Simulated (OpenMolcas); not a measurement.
Multiconfigurational calculation on Ag4+

Input:

```
&GATEWAY
Coord
1

Ag 0.0 0.0 0.0
Basis=ANO-R2
Group=XYZ
NoMove
AngMom=0.0 0.0 0.0
AMFI
&SEWARD
&RASSCF
FileOrb=start.orb
Symmetry=1
Spin=4
nActEl=7 0 0
Inactive=9 9
Ras2=5 0
CIRoot=10 10 1
SDav=10
CIMx=300
Iter=120 100
PrWF=0.3
OrbListing=Nothing
MaxOrb=0
Atom
>>> COPY $Project.JobIph JOB001
&RASSCF
FileOrb=start.orb
Symmetry=1
Spin=2
nActEl=7 0 0
Inactive=9 9
Ras2=5 0
CIRoot=40 40 1
SDav=40
CIMx=300
Iter=120 100
PrWF=0.3
OrbListing=Nothing
MaxOrb=0
Atom
>>> COPY $Project.JobIph JOB002
&RASSI
NrOfJobIphs=2 10 40
1 2 3 4 5 6 7 8 9 10
1 2 3 4 5 6 7 8 9 10 11 12 13 14 15 16 17 18 19 20 21 22 23 24 25 26 27
28 29 30 31 32 33 34 35 36 37 38 39 40
IphNames
JOB001
JOB002
EJob
SpinOrbit
DIPRint=1.0
SOCoupling=1000.0
Subsets=2
MEES
Property=10
'ANGMOM' 1 'ANGMOM' 2 'ANGMOM' 3 'MLTPL  1' 1 'MLTPL  1' 2 'MLTPL  1' 3
'AMFI' 1 'AMFI' 2 'AMFI' 3 'MLTPL  2' 6
SOProperty=3
'ANGMOM' 1 'ANGMOM' 2 'ANGMOM' 3
```

A driver script runs the steps one by one and writes start.orb anew before each from the orbitals found so far.

Output, cut to the results:

```
--- SEWARD ---
Basis set label: AG.ANO-R...7S5P4D2F1G.

      Electronic valence basis set:
      ------------------
      Associated Effective Charge  47.000000 au
      Associated Actual Charge     47.000000 au
      Nuclear Model: Finite nucleus - Gaussian distribution
        Gaussian exponent, Xi/bohr**(-2):  2.03890E+08

      Shell  nPrim  nBasis  Cartesian Spherical Contaminant
         s      23       7        X
         p      16       5        X
         d      12       4                 X
         f       6       2                 X
         g       5       1                 X
                  Relativistic X2C integrals
                  Atomic mean-field integrals
--- RASSCF ---
Wave function specifications:
      -----------------------------

      Number of closed shell electrons          36
      Number of electrons in active shells       7
      Max number of holes in RAS1 space          0
      Max nr of electrons in RAS3 space          0
      Number of inactive orbitals               18
      Number of active orbitals                  5
      Number of secondary orbitals              42
      Spin quantum number                      1.5
      State symmetry                             1
Orbital specifications:
      -----------------------

      Symmetry species                           1   2
                                                ag  au
      Frozen orbitals                            0   0
      Inactive orbitals                          9   9
      Active orbitals                            5   0
      RAS1 orbitals                              0   0
      RAS2 orbitals                              5   0
      RAS3 orbitals                              0   0
      Secondary orbitals                        22  20
      Deleted orbitals                           0   0
      Number of basis functions                 36  29
      Number of CSFs                            10
      Number of root(s) required                10
      Iter CI   SX   CI       RASSCF       Energy    max ROT     max BLB   max BLB  Level Ln srch  Step   QN
          iter iter root      energy       change     param      element    value   shift minimum  type update
 Nr of preliminary CI iterations:   1
      Total energies have been shifted. Add                -5000.00 au
        1   1    7    0  -308.34484995    0.00E+00   1.62E-01*  12  20 1  6.01E-01*  0.00   0.00    SX    NO
        2   1    7    0  -308.84775150   -5.03E-01* -2.42E-02    8  14 2  2.30E-01*  0.00   0.00    SX    NO
        3   1    7    0  -308.87983106   -3.21E-02*  1.56E-02    8  14 2 -6.33E-02*  0.00   0.00    SX    NO
        4   1    7    0  -308.88384145   -4.01E-03*  6.58E-03    8  14 2  3.48E-02*  0.00   0.00    SX    NO
        5   1    7    0  -308.88465515   -8.14E-04*  2.13E-03    8  14 2 -1.52E-02*  0.00   0.69    QN   YES
        6   1    5    0  -308.88487380   -2.19E-04*  3.45E-05   11  19 1  1.45E-04*  0.00   1.01    QN   YES
        7   1    4    0  -308.88487384   -3.57E-08*  1.39E-06    9  16 1  1.23E-05   0.00   1.02    QN   YES
        8   1    3    0  -308.88487384   -1.21E-10  -1.77E-07    9  16 1  1.81E-06   0.00   1.12    QN   YES
      Convergence after  8 iterations
        9   1    3    0  -308.88487384    2.73E-12  -1.77E-07    2  16 1  3.97E-08   0.00   1.12    QN   YES
      Natural orbitals and occupation numbers for root  1
      sym 1:   1.044115   1.044115   1.000000   1.955885   1.955885
      Natural orbitals and occupation numbers for root  2
      sym 1:   1.077244   1.922756   1.922756   1.077244   1.000000
      Natural orbitals and occupation numbers for root  3
      sym 1:   1.089479   1.910521   1.000000   1.089479   1.910521
::    RASSCF root number  1 Total energy:  -5308.90733601
::    RASSCF root number  2 Total energy:  -5308.90733601
::    RASSCF root number  3 Total energy:  -5308.90733601
::    RASSCF root number  4 Total energy:  -5308.90733601
::    RASSCF root number  5 Total energy:  -5308.90733601
::    RASSCF root number  6 Total energy:  -5308.90733601
::    RASSCF root number  7 Total energy:  -5308.90733601
::    RASSCF root number  8 Total energy:  -5308.83246211
::    RASSCF root number  9 Total energy:  -5308.83246211
::    RASSCF root number 10 Total energy:  -5308.83246211
--- RASSCF ---
Wave function specifications:
      -----------------------------

      Number of closed shell electrons          36
      Number of electrons in active shells       7
...
--- RASSI ---
SPIN-FREE ENERGIES:
  (Shifted by EMIN (a.u.) =      -5308.9073360069)

 SF State       Relative EMIN(au)   Rel lowest level(eV)    D:o, cm**(-1)      L_eff

     1             0.0000000000        0.0000000000              0.0000         3.0
     2             0.0000000000        0.0000000000              0.0000         3.0
     3             0.0000000000        0.0000000000              0.0000         3.0
     4             0.0000000000        0.0000000000              0.0000         3.0
     5             0.0000000000        0.0000000000              0.0000         3.0
     6             0.0000000000        0.0000000000              0.0000         3.0
     7             0.0000000000        0.0000000000              0.0000         3.0
     8             0.0748738960        2.0374225027          16432.9207         1.0
     9             0.0748738960        2.0374225027          16432.9207         1.0
    10             0.0748738960        2.0374225027          16432.9207         1.0
    11             0.0809442830        2.2026061494          17765.2167         4.0
    12             0.0809442830        2.2026061494          17765.2167         4.0
    13             0.0809442830        2.2026061494          17765.2167         4.0
    14             0.0809442830        2.2026061494          17765.2167         4.0
    15             0.0809442830        2.2026061494          17765.2167         4.0
    16             0.0809442830        2.2026061494          17765.2167         4.0
    17             0.0809442830        2.2026061494          17765.2167         4.0
    18             0.0809442830        2.2026061494          17765.2167         4.0
    19             0.0809442830        2.2026061494          17765.2167         4.0
    20             0.1058284488        2.8797387963          23226.6598         4.6
    21             0.1058284488        2.8797387963          23226.6598         4.5
...
```

Levels above the lowest, from the spin-orbit matrix, grouped by J:

```csv
Configuration,Term,J,E (cm⁻¹),Measured (cm⁻¹),g,Term weight %,Second
4d⁷,⁴F,9/2,0.0,0.0,1.328,97,3 ²G
4d⁷,⁴F,7/2,3458,3690,1.236,99,
4d⁷,⁴F,5/2,5604,5816,1.032,98,
4d⁷,⁴F,3/2,6946,7097,0.413,97,3 ²D(1)
4d⁷,⁴P,3/2,18361,14204,1.614,72,26 ²P
4d⁷,⁴P,5/2,18625,14899,1.590,97,2 ²D(1)
4d⁷,²G,9/2,19423,16875,1.091,85,13 ²H
4d⁷,⁴P,1/2,20875,17067,2.452,89,11 ²P
4d⁷,²G,7/2,22861,20442,0.893,98,
4d⁷,²P,3/2,25795,,1.267,46,28 ²D(1)
4d⁷,²H,11/2,25821,22532,1.091,100,
4d⁷,²D(1),5/2,28414,24361,1.207,96,2 ⁴P
4d⁷,²P,1/2,29121,24599,0.884,89,11 ⁴P
4d⁷,²H,9/2,29354,26368,0.935,87,13 ²G
4d⁷,²D(1),3/2,34233,30134,0.973,67,28 ²P
4d⁷,²F,5/2,42253,34635,0.863,98,
4d⁷,²F,7/2,43989,36594,1.141,99,
4d⁷,²D(2),3/2,65862,55041,0.800,99,
4d⁷,²D(2),5/2,67538,56772,1.197,98,
```

Against the 17 measured excited levels shown (the list in Gamrath, thesis, University of Mons (2023)) the mean absolute deviation is 4300 cm-1; the largest miss in energy is 4d⁷ ²D_3/2(2): computed 65862, measured 55041 cm⁻¹ (+19.7 %), and the largest in proportion 4d⁷ ⁴P_3/2 [72 %] (+29.3 %).

Without dynamic correlation excited terms often stand tens of per cent too high (terms of higher spin than the ground term too low), and those without a measured partner can miss by more than the paired ones. Measured partners are found by configuration, term and J. A level has none where our copy of the source lacks it or the pairing is in doubt (some pairs that miss far off the trend of their configuration count as doubtful), and it then counts in no deviation. Levels of configurations outside the active space are missing.

The term weight is that of the spin-free term in the level, not the purity of its configuration. A share in square brackets marks a mixed level and gives the weight of the term that names it. A number in round brackets counts repeated terms of one configuration in the order of the reference energies.
